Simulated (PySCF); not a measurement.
CH7GeNO, SMILES [OH][GeH2][NH]C.

The structure is a stationary point at ωB97X-D3(BJ)/def2-SVP. The structure was generated by enumeration, and PubChem lists no compound with its InChIKey, so it may never have been made. One conformer was computed; it need not be the lowest.

Calculation: TDA-PBE/def2-SVPD in PySCF 2.14.0.

Vertical excitations. Isolated molecule, no solvent.

Computed lowest excited states:
```
state  energy (eV)  λ (nm)      f                          main pairs
-----  -----------  ------  -----  ----------------------------------
S1            5.09     244  0.040                      HOMO→LUMO 90 %
S2            5.59     222  0.033                    HOMO→LUMO+1 89 %
S3            5.94     209  0.004                    HOMO→LUMO+2 93 %
S4            6.19     200  0.018                    HOMO→LUMO+3 94 %
S5            6.43     193  0.004  HOMO−1→LUMO 85 %, HOMO→LUMO+4 13 %
S6            6.49     191  0.030  HOMO→LUMO+4 83 %, HOMO−1→LUMO 13 %
S7            6.81     182  0.002                    HOMO→LUMO+5 99 %
S8            7.09     175  0.023                  HOMO−1→LUMO+1 92 %
S9            7.12     174  0.027                    HOMO→LUMO+6 96 %
S10           7.32     169  0.020                  HOMO−1→LUMO+2 86 %
T1            4.73     262      0                      HOMO→LUMO 99 %
T2            5.31     234      0                    HOMO→LUMO+1 97 %
T3            5.63     220      0                    HOMO→LUMO+2 97 %
T4            6.04     205      0                    HOMO→LUMO+3 99 %
```
Triplets are in the Tamm–Dancoff approximation.
